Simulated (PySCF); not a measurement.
Vertical excitations of a molecule C3H5BN2O from TDDFT-PBE0/def2-SVPD (PySCF 2.14.0), as energy in eV (oscillator strength): 4.85 (0.001), 5.00 (0.122), 6.13 (0.001), 6.42 (0.003), 6.61 (0.120), 6.71 (0.065), 6.77 (0.004), 7.08 (0.017), 7.26 (0.009), 7.34 (0.008). Lowest triplet (TDA): 3.30 eV. Coordinates come from a TPSSh-D3(BJ)/def2-SVP optimisation. One conformer was computed; it need not be the lowest.

Task: Which structure fits?
A. NB1C=CN=CO1
B. OB1C=NC=NC1
C. C/N=C\B1N=CO1
D. CC1=NB(O)C=N1

Result: A, NB1C=CN=CO1
